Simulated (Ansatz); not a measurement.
```yaml
crystal:
  periodic: [false, false, false]
  atoms:
    - {symbol: Ge, position_ang: [1.403453, -0.008097, 0.101112]}
    - {symbol: Ge, position_ang: [-0.698536, 0.478958, 1.174093]}
    - {symbol: Ge, position_ang: [-0.376654, -0.325095, -1.315291]}
basis:
  gaussian: {orbitals: "6-31G*", nuclear_model: gaussian}
total_charge: 1
magnetization: {spin_polarized: true, initial_magnetization: 1}
hamiltonian: {xc: {name: RPBE}}
output: {forces: true}
```

```sh
$ ansatz run in.yaml --threads 4 --pin off --events-out ev --progress --plain --max-ram 3916MiB
```

Shortened log:

```
Functional definition: RPBE
1065 factors; their error is unknown
mean field evaluation 1: about -169512.5641 eV, gradient 1.9e1 eV
mean field evaluation 2: about -169509.2298 eV, gradient 2.6e1 eV
mean field evaluation 4: about -169515.0910 eV, gradient 3.0e0 eV
mean field evaluation 8: about -169515.1837 eV, gradient 2.3e-1 eV
mean field evaluation 16: about -169515.1675 eV, gradient 2.7e-3 eV
mean field evaluation 32: about -169515.1675 eV, gradient 1.4e-5 eV
mean field evaluation 64: about -169515.1017 eV, gradient 1.3e0 eV
mean field evaluation 96: about -169514.5083 eV, gradient 3.6e-1 eV
mean field evaluation 128: about -169513.9794 eV, gradient 4.4e0 eV
mean field evaluation 160: about -169514.2220 eV, gradient 4.6e0 eV
mean field -169515.16746395 eV, -6229.5675027930 hartree, gradient 1.4e-5 eV, S^2 1.050243; 12 other end points of the search recorded, 0 dependent functions left out
reference -169515.16749920 eV, -6229.5675040882 hartree; 48, 47 occupied and 57, 58 virtual orbitals, 1065 factors
Total energy: -169515.16749920 eV, -6229.5675040882 hartree
Atom 0 at     1.403453    -0.008097     0.101112 Å, force     1.275306     0.044994     0.434293 eV/Å
Atom 1 at    -0.698536     0.478958     1.174093 Å, force    -0.513202     0.274845     0.758973 eV/Å
Atom 2 at    -0.376654    -0.325095    -1.315291 Å, force    -0.762103    -0.319839    -1.193266 eV/Å
Dipole moment:    -0.057403     0.011897     0.024827 e Å
```

It took 15 s on 4 threads of Arm Neoverse V1 on a shared host.

The 6-31G sets use Cartesian d functions. The charge 1 doublet is spin-contaminated (final ⟨S²⟩ up to 1.05, 0.75 for a pure state).

The dipole of an ion depends on the origin.
